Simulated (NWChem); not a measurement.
All runs are NWChem calculations. System: H₄HfS, charge 0, spin multiplicity 1, at a geometry optimised with PBE/def2-SVP with def2 effective core potentials on Hf. The structure started from a generated list of species. Level: G0W0@PBE/def2-SVPD with def2 effective core potentials on Hf, RI basis def2-svpd-rifit, no spin-orbit coupling.

Job file:

```
start mol
memory heap 200 mb stack 700 mb global 1700 mb
geometry units angstroms nocenter noautoz
  Hf    -0.030320     0.425337     0.000000
  H     -1.845425     0.823507     0.000000
  H      0.797007     1.122402     1.504963
  H      0.797007     1.122402    -1.504963
  S      0.224029    -1.980828     0.000000
  H     -1.149995    -1.999314     0.000000
  symmetry group Cs
end
basis spherical
  * library def2-svpd
end
ecp
  Hf library def2-ecp
end
basis "ri basis" bse spherical
  * library def2-svpd-rifit
end
dft
  xc xpbe96 cpbe96
  iterations 100
  direct
  tolerances tight
end
task dft energy
gw
  states alpha occ 4 vir 2
end
task dft gw
```

Output (cleaned and shortened):

```
             Northwest Computational Chemistry Package (NWChem) 7.3.0
             --------------------------------------------------------

                                NWChem Input Module
                                -------------------

 Scaling coordinates for geometry "geometry" by  1.889725989
 (inverse scale =  0.529177249)

 Turning off AUTOSYM since
 SYMMETRY directive was detected!

                             Geometry "geometry" -> ""
                             -------------------------

 Output coordinates in angstroms (scale by  1.889725989 to convert to a.u.)

  No.       Tag          Charge          X              Y              Z
 ---- ---------------- ---------- -------------- -------------- --------------
    1 Hf                  72.0000    -0.03032000     0.42533700     0.00000000
    2 H                    1.0000    -1.84542500     0.82350700     0.00000000
    3 H                    1.0000     0.79700700     1.12240200     1.50496300
    4 H                    1.0000     0.79700700     1.12240200    -1.50496300
    5 S                   16.0000     0.22402900    -1.98082800     0.00000000
    6 H                    1.0000    -1.14999500    -1.99931400     0.00000000

 Effective nuclear repulsion energy (a.u.)     342.2382822540

            Nuclear Dipole moment (a.u.)
            ----------------------------
        X                 Y               Z
 ---------------- ---------------- ----------------
     0.0000340151     0.0000245664     0.0000000000

      Symmetry information
      --------------------

 Group name             Cs
 Group number              2
 Group order               2
 No. of unique centers     5

      Symmetry unique atoms

     1    2    3    5    6


 Summary of "ao basis" -> "" (spherical)
 ------------------------------------------------------------------------------
       Tag                 Description            Shells   Functions and Types
 ---------------- ------------------------------  ------  ---------------------
 *                         def2-svpd                  on all atoms

 Summary of "ri basis" -> "" (spherical)
[...]
           0.000000000000           0.000000000000         614.666574650329

     Multipole analysis of the density
     ---------------------------------

     L   x y z        total         alpha         beta         nuclear
     -   - - -        -----         -----         ----         -------
     0   0 0 0     -0.000000    -16.000000    -16.000000     32.000000

     1   1 0 0     -0.293957     -1.865890     -1.865890      3.437824
     1   0 1 0      0.020557     24.123377     24.123377    -48.226198
     1   0 0 1     -0.000000     -0.000000     -0.000000      0.000000

     2   2 0 0    -30.933423    -27.630788    -27.630788     24.328153
     2   1 1 0      0.958832      8.847055      8.847055    -16.735279
     2   1 0 1      0.000000      0.000000      0.000000      0.000000
     2   0 2 0    -31.432080   -144.532909   -144.532909    257.633737
     2   0 1 1     -0.000000     -0.000000     -0.000000      0.000000
     2   0 0 2    -33.436094    -24.806199    -24.806199     16.176304

 Task  times  cpu:        5.8s     wall:        5.8s

                                NWChem Input Module
                                -------------------

                                 NWChem GW Module
                                 ----------------

                             ***********************
                             ***        GW       ***
                             ***********************

 Summary of "ri basis" -> "ri basis" (spherical)
 ------------------------------------------------------------------------------
       Tag                 Description            Shells   Functions and Types
 ---------------- ------------------------------  ------  ---------------------
 Hf                     def2-svpd-rifit             35      149   9s9p8d5f3g1h
 H                      def2-svpd-rifit              9       23   4s3p2d
 S                      def2-svpd-rifit             24       78   9s6p6d3f

                 Memory Information
                 ------------------
          Available GA per process is          1699.9 MBs
          Available stack per process is        700.0 MBs
          Available heap per process is           0.1 MBs

          Peak memory in Initialization
              Peak GA per process is                  4.9 MBs
              Peak stack per process is               0.1 MBs
              Peak heap per process is                5.3 MBs
              Memory not in MA per process            0.0 MBs

          Peak memory in AFF Calculation
              Peak GA per process is                 19.0 MBs
              Peak stack per process is              11.9 MBs
              Peak heap per process is                0.0 MBs
              Memory not in MA per process           11.9 MBs

          Computing 2-center integrals
          Computing Inverse Cholesky factor
          Computing 3-center integrals
          Computing V_xc ...

          Computing Sigma_x
          Computing RPA polarizability
          Solving quasiparticle equations

                  Alpha Orbitals
          State     Energy (eV)     Error (eV)
          -----------------------------------
@GW        13         -9.996           0.002
@GW        14         -9.594           0.002
@GW        15         -9.770           0.002
@GW        16         -9.399           0.002
@GW        17          0.026           0.002
@GW        18          0.013           0.002

   Applying  -2.4861 eV scissor-shift to rest of particle states

   Applying   3.1263 eV scissor-shift to rest of hole states

     GW Timing Statistics
   ------------------------
   Init.   :          0.1s
     ERIs  :          0.4s
     Distr.:          0.0s
     Vxc   :          0.2s
   Sigma_x :          0.0s
   RPA     :          0.4s
   Wmn     :          0.0s
   Sigma_c :          0.0s
   GW total:          1.1s

 Task  times  cpu:        1.1s     wall:        1.1s

 Total times  cpu:        7.0s     wall:        7.0s
```
